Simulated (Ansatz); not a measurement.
Two isomers of C2H5FOSi: A = `F[C@H]1O[C@H]1[SiH3]`, B = `C=CO[SiH2]F`.

Isolated molecules relaxed with PBE0-D4/def2-TZVP in Ansatz; ΔE leaves out vibrations. CCSD(T)/CBS is the MP2 limit (def2-TZVPP, def2-QZVPP) plus CCSD(T) − MP2 in def2-TZVPP, frozen cores. Functionals use def2-TZVPP. B3LYP here is the variant with VWN-RPA as its local correlation; programs differ in this. One conformer a species, not always the lowest.

Q: Which is lower in electronic energy at CCSD(T)/CBS, and by how much? (Best estimate.)

A: Ansatz gave: B, by 88.3 kcal/mol.

Q: Give E(B) − E(A) in kcal/mol with B3LYP, PBE-D4, CCSD(T)/def2-TZVPP, r2SCAN-D4, B3LYP-D4, HF/def2-TZVPP, PBE0-D4. (Best estimate.)

A: Ansatz gave: B3LYP -87.4, PBE-D4 -77.4, CCSD(T)/def2-TZVPP -86.3, r2SCAN-D4 -83.2, B3LYP-D4 -87.1, HF/def2-TZVPP -93.7, PBE0-D4 -79.8. None reverses the order clearly.

Largest T1 diagnostic: 0.013.

From PBE to PBE0 (25 % exact exchange), in def2-TZVPP and without D4, E(B) − E(A) moves by −2.4 kcal/mol. In def2-TZVPP, CCSD(T) changes the Hartree–Fock value by +7.4 kcal/mol (the triples alone add +1.1 kcal/mol) and MP2 by +5.8 kcal/mol.
